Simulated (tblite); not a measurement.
Compound: C3H6N2O2Si.
SMILES with atom numbers: `[CH3:1][SiH2:2][O:3][c:4]1[n:5][cH:6][n:7][o:8]1` (hydrogens: H9, H10, H11 on C1; H12, H13 on Si2; H14 on C6)

Computed with GFN2-xTB (tblite), gas phase: L-BFGS steps from a force-field or distance-geometry start until the largest atomic force falls under 0.01 eV/Å.

The end geometry, which sets the zero of energy:
```
atom  x, y, z in Å
C1      2.0395    0.4525   -0.6914
Si2     1.4466   -0.3639    0.9105
O3      0.0169   -1.1974    0.6318
C4     -1.0745   -0.6418    0.2395
N5     -1.2897    0.6204    0.0004
C6     -2.5942    0.6231   -0.3691
N7     -3.1465   -0.5473   -0.3628
O8     -2.1549   -1.4022    0.0383
H9      1.3199    1.1940   -1.0320
H10     2.1596   -0.2797   -1.4876
H11     2.9941    0.9515   -0.5571
H12     2.2100   -1.5317    1.3309
H13     1.1951    0.6099    1.9695
H14    -3.1227    1.5121   -0.6431
```

**Question.** These geometries come from the run, each turned onto the end geometry. Order them by energy, lowest first.
A.
```
atom  x, y, z in Å
C1      2.0724    0.4417   -0.6969
Si2     1.4410   -0.3608    0.8935
O3      0.0121   -1.1899    0.5846
C4     -1.1007   -0.6564    0.2182
N5     -1.3098    0.6056   -0.0265
C6     -2.6255    0.6263   -0.3487
N7     -3.1983   -0.5323   -0.3125
O8     -2.2038   -1.4037    0.0592
H9      1.3834    1.1915   -1.0746
H10     2.2467   -0.2818   -1.4897
H11     3.0203    0.9237   -0.4936
H12     2.2912   -1.4781    1.3229
H13     1.1250    0.5976    1.9564
H14    -3.1547    1.5160   -0.6146
```
B.
```
atom  x, y, z in Å
C1      2.0700    0.4320   -0.6881
Si2     1.4318   -0.3795    0.8897
O3     -0.0014   -1.2009    0.5741
C4     -1.1146   -0.6546    0.2163
N5     -1.3157    0.6117   -0.0283
C6     -2.6299    0.6324   -0.3504
N7     -3.2038   -0.5275   -0.3145
O8     -2.2150   -1.4025    0.0574
H9      1.3818    1.1907   -1.0656
H10     2.2481   -0.2909   -1.4862
H11     3.0181    0.9165   -0.4718
H12     2.3449   -1.4256    1.3261
H13     1.1504    0.5788    1.9380
H14    -3.1654    1.5189   -0.6188
```
C.
```
atom  x, y, z in Å
C1      2.0741    0.4303   -0.6877
Si2     1.4117   -0.4026    0.8680
O3     -0.0215   -1.2428    0.5684
C4     -1.1112   -0.6419    0.2129
N5     -1.3287    0.6159   -0.0283
C6     -2.6481    0.6370   -0.3567
N7     -3.2058   -0.5316   -0.3164
O8     -2.2108   -1.3848    0.0608
H9      1.3860    1.1805   -1.0502
H10     2.2431   -0.2980   -1.4734
H11     3.0165    0.9141   -0.4537
H12     2.3922   -1.3739    1.3304
H13     1.1780    0.5682    1.9278
H14    -3.1761    1.5291   -0.6239
```
D.
```
atom  x, y, z in Å
C1      2.0783    0.4491   -0.6989
Si2     1.4372   -0.3546    0.8945
O3      0.0138   -1.2048    0.5921
C4     -1.0877   -0.6499    0.2194
N5     -1.3091    0.6098   -0.0259
C6     -2.6267    0.6224   -0.3496
N7     -3.1866   -0.5439   -0.3099
O8     -2.1855   -1.4007    0.0646
H9      1.3834    1.1919   -1.0780
H10     2.2411   -0.2801   -1.4889
H11     3.0278    0.9368   -0.5103
H12     2.2456   -1.5018    1.3192
H13     1.1166    0.6063    1.9620
H14    -3.1489    1.5191   -0.6125
```
E.
```
atom  x, y, z in Å
C1      2.0790    0.4560   -0.6945
Si2     1.4319   -0.3548    0.8884
O3      0.0161   -1.2055    0.5871
C4     -1.0841   -0.6480    0.2230
N5     -1.2995    0.6131   -0.0214
C6     -2.6154    0.6206   -0.3481
N7     -3.1746   -0.5458   -0.3106
O8     -2.1758   -1.4027    0.0672
H9      1.3787    1.1978   -1.0707
H10     2.2315   -0.2859   -1.4757
H11     3.0292    0.9513   -0.5226
H12     2.2003   -1.5135    1.3238
H13     1.1305    0.6074    1.9447
H14    -3.1485    1.5093   -0.6128
```

**Answer.** E (0.002 eV), D (0.011 eV), A (0.027 eV), B (0.052 eV), C (0.102 eV).

In the order of the answer:

| step | E above end (eV) | largest force (eV/Å) | rms force component (eV/Å) | rms distance from end (Å) | rms bond change (Å) | bond most changed (Å) |
| --- | --- | --- | --- | --- | --- | --- |
| 17 | 0.002 | 0.05 | 0.013 | 0.047 | 0.000 | Si2–O3 +0.001 |
| 9 | 0.011 | 0.23 | 0.069 | 0.053 | 0.005 | Si2–H13 +0.011 |
| 7 | 0.027 | 0.32 | 0.095 | 0.061 | 0.004 | Si2–H12 +0.011 |
| 5 | 0.052 | 0.34 | 0.118 | 0.075 | 0.005 | Si2–H13 -0.013 |
| 2 | 0.102 | 0.49 | 0.156 | 0.093 | 0.005 | Si2–O3 +0.010 |

What follows is the cost of the whole relaxation. Time: 0.89 s of wall time. Hardware: one thread, Intel Xeon at 2.50 GHz (x86_64), shared host.
